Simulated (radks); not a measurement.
Results of a calculation; reference values are marked as such.
The silver ion Ag+, 46 electrons, occupied as [Ar] 3d10 4s1.75 4p6 4d10 5s0.25 (fractional occupations, a model configuration). Code: a radial shooting solver on a logarithmic mesh with Libxc functionals. Model: Dirac Kohn-Sham, PBE, spin-unpolarised, spherical densities, point nucleus.

Radial electron density D(r) = 4 pi r^2 rho(r):

```
   r/bohr * D(r) (the largest magnitude, 75.7, reaches the edge; | marks zero)
 0.004052 |        *
 0.004717 |           *
 0.005448 |             *
 0.006342 |                 *
 0.007324 |                    *
 0.008527 |                        *
 0.009847 |                            *
  0.01146 |                                *
  0.01324 |                                    *
  0.01541 |                                        *
  0.01794 |                                          *
  0.02072 |                                           *
  0.02412 |                                           *
  0.02786 |                                          *
  0.03243 |                                        *
  0.03746 |                                      *
  0.04361 |                                     *
  0.05036 |                                      *
  0.05863 |                                         *
  0.06825 |                                              *
  0.07882 |                                                   *
  0.09176 |                                                      *
    0.106 |                                                     *
   0.1234 |                                                 *
   0.1425 |                                           *
   0.1659 |                                      *
   0.1916 |                                    *
    0.223 |                                      *
   0.2596 |                                          *
   0.2998 |                                           *
    0.349 |                                       *
   0.4031 |                              *
   0.4693 |                    *
    0.542 |              *
   0.6309 |           *
   0.7286 |            *
   0.8483 |             *
   0.9875 |            *
     1.14 |          *
    1.328 |       *
    1.533 |    *
    1.785 |  *
    2.061 | *
      2.4 |*
    2.772 |*
    3.227 *
    3.756 *
    4.338 *
     5.05 *
    5.832 *
     6.79 *
    7.841 *
```

D(r) has 4 maxima, at r = 0.0219, 0.0963, 0.288, 0.876 bohr, and minima at 0.0436, 0.189, 0.646 bohr, inside which lie 2.05, 11.19, 29.00 electrons.
